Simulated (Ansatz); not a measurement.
Cost and result for the atomization energy of CH2FNOSi (`O=C1N[SiH]1F`) (7 atoms, 7 bonds).

```xyz
7

O    -0.816    1.334    1.664
C    -0.359    0.661    0.793
N    -0.870   -0.219   -0.139
Si    0.828   -0.159   -0.364
F     1.670   -1.455   -0.006
H    -1.830   -0.501   -0.306
H     1.378    0.339   -1.641
```

The species carries charge 0 and has multiplicity 1. The geometry is a stationary point of PBE0-D4/def2-TZVP. Program: Ansatz. All runs use 2 threads of an Arm Neoverse V2 on a shared host. Times are those of one run each, without the atoms' runs, and a repeat can differ threefold. Electronic energies, without spin–orbit coupling; frozen cores. CCSD(T)/CBS adds CCSD(T) − MP2 in def2-TZVPP to the MP2 limit, and its time is that of the two runs behind it. T1 = 0.016. B3LYP takes the VWN-RPA correlation (the form of Gaussian; ORCA's B3LYP/G).

CCSD(T)/CBS is a level of theory with its own doubt, some kJ/mol a heavy atom from the limit and from the frozen cores, so smaller differences don't rank the functionals.

```tsv
level	functions	wall time
LDA (SPW92)/def2-TZVPP	194	1 s
PBE-D4/def2-TZVPP (with forces)	194	2.2 s
PBE0-D4/def2-TZVPP	194	2.2 s
CAM-B3LYP-D4/def2-TZVPP	194	2.6 s
CCSD(T)/def2-SVP	84	2.8 s
B3LYP-D4/def2-TZVPP (with forces)	194	3.1 s
r2SCAN-D4/def2-TZVPP (with forces)	194	4 s
B2PLYP/def2-TZVPP	194	4.3 s
PBE-QIDH/def2-TZVPP	194	4.5 s
B97M-V/def2-TZVPP	194	7.5 s
MP2/def2-QZVPP	358	14 s
CCSD(T)/def2-TZVPP	194	72 s
CCSD(T)/CBS(def2)	–	85 s
```

Q: What atomization energy does each give, and how far from CCSD(T)/CBS? (An estimate is asked.)

A: Ansatz gave: 
| level | atomization (kcal/mol) | difference from CCSD(T)/CBS | per bond |
| --- | --- | --- | --- |
| LDA (SPW92)/def2-TZVPP | 818.3 | 133.7 | 19.1 |
| PBE-D4/def2-TZVPP (with forces) | 717.2 | 32.6 | 4.7 |
| PBE0-D4/def2-TZVPP | 687.4 | 2.8 | 0.4 |
| CAM-B3LYP-D4/def2-TZVPP | 689.2 | 4.6 | 0.7 |
| CCSD(T)/def2-SVP | 628.2 | -56.4 | -8.1 |
| B3LYP-D4/def2-TZVPP (with forces) | 685.4 | 0.8 | 0.1 |
| r2SCAN-D4/def2-TZVPP (with forces) | 690.4 | 5.8 | 0.8 |
| B2PLYP/def2-TZVPP | 679.8 | -4.8 | -0.7 |
| PBE-QIDH/def2-TZVPP | 677.4 | -7.2 | -1.0 |
| B97M-V/def2-TZVPP | 689.6 | 5.0 | 0.7 |
| MP2/def2-QZVPP | 704.2 | 19.6 | 2.8 |
| CCSD(T)/def2-TZVPP | 659.4 | -25.2 | -3.6 |
| CCSD(T)/CBS(def2) | 684.6 | 0.0 | 0.0 |

From BLYP to BHLYP (50 % exact exchange), in def2-TZVPP and without D4, the atomization energy moves by −46.7 kcal/mol: exact exchange takes away binding that semilocal exchange gives to molecules. At CCSD(T), def2-SVP lies −56.4 kcal/mol from the extrapolated value and def2-TZVPP −25.2 kcal/mol: correlation converges slowly with the basis, and small sets miss more of it in the bonded molecule than in its fragments. The D4 term adds +5.3 kcal/mol with B3LYP and +2.7 kcal/mol with PBE0; it sums over pairs of atoms, weighted by their polarisabilities, and B3LYP, whose exchange is more repulsive, gets the larger term.
